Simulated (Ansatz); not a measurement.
Program: Ansatz. Geometries: PBE0-D4/def2-TZVP. ΔE: electronic, gas phase. CBS: MP2 limit from def2 TZ/QZ plus the TZ coupled-cluster correction, frozen cores. Functionals use def2-TZVPP. B3LYP here is the variant with VWN-RPA as its local correlation; programs differ in this. Each species was taken in one conformer, which may not be the lowest.

`CC(F)(CF)C(F)F` + `O[SiH2][SiH3]` → `O[SiH2][SiH2]CF` + `CC(F)C(F)F`  (formal exchange of groups at a C–C bond)

CCSD(T)/CBS gives +6.3 kJ/mol.

Q: Another level gave +5.6 kJ/mol. Which?
A. B3LYP/def2-TZVPP
B. CCSD(T)/def2-TZVPP
C. r2SCAN/def2-TZVPP
D. PBE0/def2-TZVPP

A: C. r2SCAN 5.6, PBE0 0.7, CCSD(T)/def2-TZVPP 9.9, B3LYP -3.6 kJ/mol.

Largest T1 diagnostic among the species: 0.012.

From PBE to PBE0 (25 % exact exchange), in def2-TZVPP and without D4, ΔE moves by +3.7 kJ/mol. The D4 term adds +3.4 kJ/mol with B3LYP and +1.8 kJ/mol with PBE0; it sums over pairs of atoms, weighted by their polarisabilities, and B3LYP, whose exchange is more repulsive, gets the larger term. In def2-TZVPP, CCSD(T) changes the Hartree–Fock value by +6.0 kJ/mol (the triples alone add +1.2 kJ/mol) and MP2 by +5.1 kJ/mol.
